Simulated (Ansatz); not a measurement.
Input file for CH₆NO₂Ta (`[CH3][Ta](=[NH])([OH])[OH]`):

```yaml
crystal:
  periodic: [false, false, false]
  atoms:
    - {symbol: C, position_ang: [-1.562419, 0.443565, -0.367194]}
    - {symbol: Ta, position_ang: [0.508963, -0.112941, -0.058600]}
    - {symbol: N, position_ang: [0.601147, -0.483651, 1.667337]}
    - {symbol: O, position_ang: [1.580413, 1.395958, -0.527556]}
    - {symbol: O, position_ang: [0.854533, -1.646320, -1.142111]}
    - {symbol: H, position_ang: [-1.735450, 0.698209, -1.419489]}
    - {symbol: H, position_ang: [-1.833503, 1.308255, 0.245325]}
    - {symbol: H, position_ang: [-2.234801, -0.375457, -0.096143]}
    - {symbol: H, position_ang: [0.699362, -0.704178, 2.643063]}
    - {symbol: H, position_ang: [2.133955, 1.974456, -0.004651]}
    - {symbol: H, position_ang: [1.053200, -2.554896, -0.919581]}
basis:
  gaussian: {orbitals: def2-SVP}
correlation: {method: ccsd_t}
```

```sh
$ ansatz run in.yaml --threads 4 --pin off --events-out ev --progress --plain --max-ram 10444MiB
```

The program prints (abridged):

```
Functional definition: HF
1178 factors; integrals over basis functions are off by at most 1.1e-3 eV
mean field evaluation 1: about -8205.1755 eV, gradient 6.6e1 eV
mean field evaluation 2: about -8205.1846 eV, gradient 6.6e1 eV
mean field evaluation 4: about -8213.7648 eV, gradient 8.5e0 eV
mean field evaluation 8: about -8213.9490 eV, gradient 2.1e-1 eV
mean field evaluation 16: about -8213.9165 eV, gradient 2.8e0 eV
mean field -8213.94925430 eV, -301.8570674807 hartree, gradient 2.8e-6 eV, S^2 0.000000; 0 other end points of the search recorded, 0 dependent functions left out
4 core orbitals not correlated: weight in the atoms' cores, before any rotation towards them, 1.000 or more for the frozen orbitals, at most 0.000 for the correlated occupied ones
reference -8213.94925430 eV, -301.8570674807 hartree; 20, 20 occupied and 94, 94 virtual orbitals, 1178 factors
second order -27.14352030 eV of doubles, -0.00000000 eV of singles
cycle   1  -26.18967724 eV  change    9.5e-1 eV  update   1.9e-1
cycle   2  -27.06850983 eV  change   -8.8e-1 eV  update   8.4e-2
cycle   3  -27.32948434 eV  change   -2.6e-1 eV  update   3.2e-2
cycle   4  -27.33209413 eV  change   -2.6e-3 eV  update   9.5e-3
cycle   5  -27.32300005 eV  change    9.1e-3 eV  update   2.9e-3
cycle   6  -27.32412961 eV  change   -1.1e-3 eV  update   1.2e-3
cycle   7  -27.32393268 eV  change    2.0e-4 eV  update   4.7e-4
cycle   8  -27.32372290 eV  change    2.1e-4 eV  update   1.8e-4
cycle   9  -27.32378215 eV  change   -5.9e-5 eV  update   7.9e-5
cycle  10  -27.32378428 eV  change   -2.1e-6 eV  update   3.1e-5
perturbative correction -1.01406496 eV, -0.0372662001 hartree
Total energy: -8242.28710354 eV, -302.8984642323 hartree
```

Hardware: 4 threads of an AMD EPYC 9R45 on a shared host. Wall time 4.3 s, peak host memory 0.82 GiB.

Correlation energy per correlated electron: -0.708 eV. T1 diagnostic: 0.0189.
